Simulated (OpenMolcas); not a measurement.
## OpenMolcas input wanted

C2H6In has 9 atoms, charge 0, and is taken as a doublet. As SMILES, `C[In]C`. The shape is that of a PBE0-D4/def2-TZVP optimisation.

```xyz
9

C     0.4563    1.8159    0.1834
In    0.2776    0.0503   -1.1135
C    -0.4505   -1.8148   -0.2067
H    -0.5270    2.0361    0.6072
H     0.8219    2.6865   -0.3585
H     1.1439    1.5788    0.9995
H    -1.4452   -1.6334    0.2088
H    -0.5009   -2.6284   -0.9284
H     0.2240   -2.0910    0.6081
```

Settings wanted:

| Setting | Value |
| --- | --- |
| method | DFT |
| reference | UKS |
| basis set | def2-SVPD |
| task | gradient |
| functional | revPBE |
| dispersion | none |
| nucleus | point |
| integration grid | UltraFine |
| SCF convergence threshold | 1e-10 |

**Question.** Write the OpenMolcas 26.06 input and the command.

**Answer.** This one ran through:

mol.xyz:
```
9

C      0.456290     1.815870     0.183390
In     0.277560     0.050300    -1.113490
C     -0.450470    -1.814830    -0.206650
H     -0.527030     2.036110     0.607180
H      0.821920     2.686500    -0.358540
H      1.143860     1.578810     0.999510
H     -1.445190    -1.633350     0.208840
H     -0.500920    -2.628420    -0.928380
H      0.223960    -2.091000     0.608130
```

test.input:
```
* C2H6In Kohn-Sham DFT
&GATEWAY
BASLIB=$CurrDir
COORD=mol.xyz
BASIS=def2-SVPD
GROUP=NoSym
&SEWARD
GRIDINPUT
Grid=UltraFine
End of Grid
&SCF
UHF
SPIN=2
KSDFT=revPBE
THRESHOLDS=1e-10 1e-07 1e-07 1e-05
PRORBITALS=1
&ALASKA
```

```bash
$ export MOLCAS_MEM=1860
$ pymolcas test.input > test.log
```

(Basis files named in the input come from the Basis Set Exchange and aren't shown.)

Calculated total energy: -269.88252 Eh, largest force 0.559 eV/Å.
